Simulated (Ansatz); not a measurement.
Reaction (ligand exchange at a B–Se bond): `B[Se]C` + `COCN` → `BNCOC` + `C[SeH]`

Gas-phase electronic energies from Ansatz, PBE0-D4/def2-TZVP geometries. CBS: MP2 limit from def2 TZ/QZ plus the TZ coupled-cluster correction, frozen cores. This one scheme is used for every species. Functionals use def2-TZVPP. B3LYP here is the variant with VWN-RPA as its local correlation; programs differ in this. For Se outer-core shells are correlated without core-valence functions, which leaves a few kJ/mol of doubt a bond. Scalar relativity is left out up to krypton. Each species was taken in one conformer, which may not be the lowest.

```json
{"level": "PBE-D4", "ΔE (kJ/mol)": "-39.5", "difference from CCSD(T)/CBS": "3.0"}
{"level": "r2SCAN-D4", "ΔE (kJ/mol)": "-41.9", "difference from CCSD(T)/CBS": "0.6"}
{"level": "PBE0-D4", "ΔE (kJ/mol)": "-43.0", "difference from CCSD(T)/CBS": "-0.5"}
{"level": "B3LYP-D4", "ΔE (kJ/mol)": "-49.7", "difference from CCSD(T)/CBS": "-7.2"}
{"level": "ωB97X-V", "ΔE (kJ/mol)": "-48.5", "difference from CCSD(T)/CBS": "-6.0"}
{"level": "ωB97M-V", "ΔE (kJ/mol)": "-49.9", "difference from CCSD(T)/CBS": "-7.4"}
{"level": "B2PLYP", "ΔE (kJ/mol)": "-48.4", "difference from CCSD(T)/CBS": "-5.9"}
{"level": "PBE", "ΔE (kJ/mol)": "-40.5", "difference from CCSD(T)/CBS": "2.0"}
{"level": "r2SCAN", "ΔE (kJ/mol)": "-41.9", "difference from CCSD(T)/CBS": "0.6"}
{"level": "PBE0", "ΔE (kJ/mol)": "-43.8", "difference from CCSD(T)/CBS": "-1.3"}
{"level": "B3LYP", "ΔE (kJ/mol)": "-51.6", "difference from CCSD(T)/CBS": "-9.1"}
{"level": "HF/def2-TZVPP", "ΔE (kJ/mol)": "-58.7", "difference from CCSD(T)/CBS": "-16.2"}
{"level": "MP2/def2-TZVPP", "ΔE (kJ/mol)": "-42.6", "difference from CCSD(T)/CBS": "-0.1"}
{"level": "SCS-MP2/def2-TZVPP", "ΔE (kJ/mol)": "-47.3", "difference from CCSD(T)/CBS": "-4.8"}
{"level": "CCSD/def2-TZVPP", "ΔE (kJ/mol)": "-47.5", "difference from CCSD(T)/CBS": "-5.0"}
{"level": "CCSD(T)/def2-TZVPP", "ΔE (kJ/mol)": "-44.4", "difference from CCSD(T)/CBS": "-1.9"}
{"level": "HF/def2-QZVPP", "ΔE (kJ/mol)": "-59.8", "difference from CCSD(T)/CBS": "-17.3"}
{"level": "MP2/def2-QZVPP", "ΔE (kJ/mol)": "-41.9", "difference from CCSD(T)/CBS": "0.6"}
{"level": "SCS-MP2/def2-QZVPP", "ΔE (kJ/mol)": "-46.8", "difference from CCSD(T)/CBS": "-4.3"}
{"level": "HF/CBS(def2)", "ΔE (kJ/mol)": "-60.0", "difference from CCSD(T)/CBS": "-17.5"}
{"level": "MP2/CBS(def2)", "ΔE (kJ/mol)": "-40.7", "difference from CCSD(T)/CBS": "1.8"}
{"level": "CCSD/CBS(def2)", "ΔE (kJ/mol)": "-45.6", "difference from CCSD(T)/CBS": "-3.1"}
{"level": "CCSD(T)/CBS", "ΔE (kJ/mol)": "-42.5", "difference from CCSD(T)/CBS": "0"}
```

Largest T1 diagnostic among the species: 0.013.

From PBE to PBE0 (25 % exact exchange), in def2-TZVPP and without D4, ΔE moves by −3.3 kJ/mol. In def2-TZVPP, CCSD(T) changes the Hartree–Fock value by +14.3 kJ/mol (the triples alone add +3.1 kJ/mol) and MP2 by +16.1 kJ/mol.
